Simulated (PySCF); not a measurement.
F₃Y, charge +1, multiplicity 2. Atoms are numbered in the order given.

```xyz
4

Y      0.0000     0.0000    -0.3360
F      1.6133     0.9314     0.4853
F      0.0000    -1.8628     0.4853
F     -1.6133     0.9314     0.4853
```
Charge +1, spin multiplicity 2.

Geometry: PBE-D3(BJ)/def2-TZVP. The multiplicity is an assumed one; other spin states were not compared. The isomer is the one that the SMILES or the coordinates give; other isomers of the formula were not compared. The def2 effective core potentials stand for the cores of Y; spin–orbit coupling is left out.

All values below come from TDA-M06-2X/def2-SVPD in PySCF.

Vertical excitations; the highest root listed may be one member of a degenerate set. The molecule is in vacuum.

Question: Estimate the UV-visible absorptions. (An estimate is asked for; the answer gives what the named calculation found.)

Answer: 
```
state    energy (eV)  λ (nm)      f                        main pairs
-------  -----------  ------  -----  --------------------------------
root 1          0.07   18142  0.000    β HOMO−4→LUMO (degenerate set)
root 2          0.07   17711  0.000    β HOMO−3→LUMO (degenerate set)
root 3          0.17    7507  0.000                β HOMO−2→LUMO 94 %
root 4          0.62    2007  0.003    β HOMO−5→LUMO (degenerate set)
root 5          0.62    2006  0.003    β HOMO−6→LUMO (degenerate set)
root 6          0.66    1865  0.000                β HOMO−7→LUMO 96 %
root 7          1.45     857  0.099      β HOMO→LUMO (degenerate set)
root 8          1.45     856  0.099    β HOMO−1→LUMO (degenerate set)
root 9          7.08     175  0.001    β HOMO→LUMO+1 (degenerate set)
root 10         7.08     175  0.001  β HOMO−1→LUMO+1 (degenerate set)
```
Unrestricted roots are not spin-pure.
